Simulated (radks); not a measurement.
Values are calculated unless marked as measured or tabulated.
All-electron atom: Ni21+ in 2s2 2p3 3p2 (not the ground configuration). Code: a radial shooting solver on a logarithmic mesh with Libxc functionals. Model: Dirac Kohn-Sham, BP86, spin-unpolarised, spherical densities, finite nucleus; open shells fill j = l - 1/2 first; Fermi nuclear charge, rms radius 3.7757 fm.

Unscreened Slater integrals over Kohn-Sham orbitals (cm^-1). Large and small components are both included. Empty in this configuration: 3p3/2.

integral           value
F0(3p1/2,3p1/2)   392000
F0(3p1/2,2p3/2)   516180
G2(3p1/2,2p3/2)    57233
F0(3p1/2,2p1/2)   517670
G0(3p1/2,2p1/2)    52694
F0(3p1/2,2s1/2)   498640
G1(3p1/2,2s1/2)    42716
F0(3p1/2,3p3/2)   390370
G2(3p1/2,3p3/2)   196520
F0(2p3/2,2p3/2)  1058800
F2(2p3/2,2p3/2)   507320
F0(2p3/2,2p1/2)  1066800
G2(2p3/2,2p1/2)   506090
F0(2p3/2,2s1/2)   958930
G1(2p3/2,2s1/2)   532460
F0(2p3/2,3p3/2)   512560
F2(2p3/2,3p3/2)   132230
G0(2p3/2,3p3/2)    51773
G2(2p3/2,3p3/2)    57532
F0(2p1/2,2p1/2)  1075000
F0(2p1/2,2s1/2)   964560
G1(2p1/2,2s1/2)   529550
F0(2p1/2,3p3/2)   514020
G2(2p1/2,3p3/2)    57204
F0(2s1/2,2s1/2)   896910
F0(2s1/2,3p3/2)   495210
G1(2s1/2,3p3/2)    41752
F0(3p3/2,3p3/2)   388760
F2(3p3/2,3p3/2)   196110
